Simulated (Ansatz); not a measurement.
Cu(AsH3)Me (CH6AsCu). Charge 0, multiplicity 1. Geometry relaxed at B3LYP-D4/def2-SVP.

```xyz
9

Cu    0.1385    0.0650    0.2732
As   -0.8982   -0.4546   -1.7737
H    -2.3697   -0.1515   -1.9937
H    -0.9448   -1.8848   -2.2818
H    -0.4047    0.1662   -3.0687
C     0.9878    0.4974    1.9505
H     2.0292    0.1313    1.9779
H     0.4500    0.0420    2.8006
H     1.0120    1.5890    2.1156
```

**Question.** Estimate the harmonic wavenumbers at RKS B3LYP-D4/def2-SVP (Ansatz, unscaled). Is this a minimum?

**Answer.** 10, 88, 88, 196, 313, 314, 535, 630, 630, 929, 1014, 1014, 1150, 1430, 1430, 2231, 2242, 2242, 3003, 3090, 3090 cm⁻¹. Yes, no mode is imaginary beyond noise. Zero-point energy 153.5 kJ/mol. It took 43 s on 4 threads of INTEL XEON PLATINUM 8581C on a shared host.
